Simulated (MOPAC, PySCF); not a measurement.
C10H8SSi, SMILES `C#Cc1cc2sccc2cc1[SiH3]`, neutral singlet in the gas phase. 

Cartesian coordinates (Å):
```xyz
20

C     -3.1330     2.2147     0.6235
C     -2.0660     1.6385     0.4387
C     -0.8462     0.9269     0.2194
C      0.3802     1.6232     0.2141
C      1.5627     0.9041    -0.0034
S      3.1921     1.5448    -0.0533
C      3.8452    -0.0460    -0.3559
C      2.8841    -1.0252    -0.4189
C      1.5555    -0.5092    -0.2192
C      0.3126    -1.1861    -0.2101
C     -0.8863    -0.4957     0.0044
Si    -2.5351    -1.4212     0.0123
H     -4.0722     2.7241     0.7867
H      0.3916     2.7097     0.3794
H      4.9303    -0.1612    -0.4721
H      3.1077    -2.0850    -0.6016
H      0.2991    -2.2751    -0.3755
H     -3.2350    -1.2873     1.3366
H     -3.4532    -0.9187    -1.0675
H     -2.2343    -2.8753    -0.2376
```
Charge 0, spin multiplicity 1.

All levels are single points at this geometry (PBE-D3(BJ)/def2-SVP); Pople sets use spherical d functions. Orbital energies aren't observables, and empty levels follow the basis.

PBE-D3(BJ)/def2-TZVP in PySCF gives gap (eV) = 3.20.

**Question.** Estimate the gap (eV) from each of these levels: B3LYP/6-311+G** in PySCF; BP86/6-31G* in PySCF; PBE/6-31G* in PySCF; SVWN5/6-31G* in PySCF; HF/3-21G in PySCF; HF/STO-3G in PySCF; AM1 in MOPAC; PM6 in MOPAC.

**Answer.** 
| level | gap (eV) |
|---|---|
| B3LYP/6-311+G** in PySCF | 4.48 |
| BP86/6-31G* in PySCF | 3.26 |
| PBE/6-31G* in PySCF | 3.26 |
| SVWN5/6-31G* in PySCF | 3.24 |
| HF/3-21G in PySCF | 10.11 |
| HF/STO-3G in PySCF | 11.35 |
| AM1 in MOPAC | 7.94 |
| PM6 in MOPAC | 7.89 |
